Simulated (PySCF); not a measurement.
Hg⁷¹⁺: ionisation energy

Hg⁷¹⁺ [He] 2s2 2p5 (2P) → Hg⁷²⁺ [He] 2s2 2p4 (3P), as a difference of total energies. All numbers are calculated (PySCF 2.14, the spin-free X2C one-electron Hamiltonian (Gaussian nucleus), in an even-tempered Gaussian basis (16 s from 51 bohr⁻², ratio 2.5; 11 p from 66 bohr⁻², ratio 2.5; 5 d from 260 bohr⁻², ratio 2.7; 4 f from 390 bohr⁻², ratio 2.7)). Correlated levels: nothing frozen; virtual orbitals above 40 to 60 times the deepest correlated orbital energy dropped. The calculations carry no spin-orbit coupling.

```tsv
method	ionisation energy (eV)
UHF	19537.3
MP2 (all electrons)	19539.1
SCS-MP2 (all electrons)	19539.0
CCSD (all electrons)	19539.1
CCSD(T) (all electrons)	19539.1
```

Spin-orbit coupling is strong in these open shells (close to jj coupling). The scalar numbers leave it out and a first-order estimate fails, so it can dominate the gap to the real levels.

For this ion Breit and QED terms and the two-electron picture change, all absent here, outweigh the differences among the correlated methods.

For comparison: 18910 ± 60 eV (theoretical estimate listed by NIST; NIST Atomic Spectra Database, ionization energies).
